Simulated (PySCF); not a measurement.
A GIAO shielding run with PySCF 2.14.0 with density-fitted response routines (density fitting, non-relativistic, gas phase) on `C/N=C\[C@@H]1[SiH2][SiH2][SiH2]C1=O`, C4H11NOSi3:

```
$ OMP_NUM_THREADS=1 python probes_run.py task.json out

{"job": {"kind": "nmr", "xc": "PBE0", "basis": "pcSseg-1"}, "charge": 0, "multiplicity": 1}
C      3.135618    -0.075414    -0.240704
N      2.073687    -0.131806    -1.206278
C      0.880763     0.124698    -0.901487
C      0.317572     0.511836     0.415865
Si    -0.383863    -1.124161     1.202438
Si    -2.383687    -1.237573     0.005718
Si    -2.359196     0.967536    -0.749283
C     -0.805939     1.493852     0.283526
O     -0.808254     2.538735     0.901911
H      2.957517    -0.748968     0.603121
H      3.265454     0.936357     0.155124
H      4.052858    -0.373055    -0.747998
H      0.163449     0.039739    -1.714827
H      1.093986     0.931917     1.060454
H     -0.456150    -0.871283     2.646893
H      0.658783    -2.141705     1.030106
H     -2.354435    -2.258463    -1.050747
H     -3.525765    -1.625384     0.844381
H     -3.438866     1.874413    -0.366136
H     -2.088682     1.179407    -2.175113
```

Hardware: 1 thread of an Arm Neoverse V1, shared host. The job also computes population analyses, field gradients, ring-centre shieldings.

Q: How large is the calculation?

A: 92 electrons, 229 basis functions and 1254 auxiliary functions.

Q: How long does it take, and how much memory does it need?

A: 68 s of wall time, with 15 SCF cycles and 5 response iterations; peak memory 1.1 GiB. Times on a shared host scatter by some tens of per cent.
